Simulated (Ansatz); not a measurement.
Hf oxide hydroxide: PBE0-D4/def2-SVP single points in Ansatz on relaxed structures, gas phase. Each cluster is the lowest isomer that a short search found in that spin, judged at the geometry's level, and lower ones may exist. Core potentials for Hf, no spin–orbit coupling. Binding counts from free atoms in the multiplicity of their measured ground term, without zero-point energy. The structures are stationary points that may keep the symmetry of their start.

| species | atoms | state | geometry | HOMO (eV) | LUMO (eV) | gap (eV) | binding per atom (eV) | point group (within 0.1 Å) |
| --- | --- | --- | --- | --- | --- | --- | --- | --- |
| HfO4H4 (with an O–O bond) | 9 | singlet | r2SCAN-D4/def2-SVP | -7.54 | -0.45 | 7.09 | 3.92 | – |
| Hf2O5H2 (with an O–O bond) | 9 | singlet | r2SCAN-D4/def2-SVP | -7.22 | -2.64 | 4.59 | 4.77 | Cs |

Task: Estimate the rows for HfO3H2 (with an O–O bond) (singlet, B3LYP-D4/def2-TZVP geometry).

Result: 
```csv
species,atoms,state,geometry,HOMO (eV),LUMO (eV),gap (eV),binding per atom (eV),point group (within 0.1 Å)
HfO3H2 (with an O–O bond),6,singlet,B3LYP-D4/def2-TZVP,-7.59,-2.33,5.26,3.89,Cs
```

The gap (eV) runs from 4.59 (Hf2O5H2 (with an O–O bond)) to 7.09 (HfO4H4 (with an O–O bond)). The binding per atom (eV) runs from 3.89 (HfO3H2 (with an O–O bond)) to 4.77 (Hf2O5H2 (with an O–O bond)).
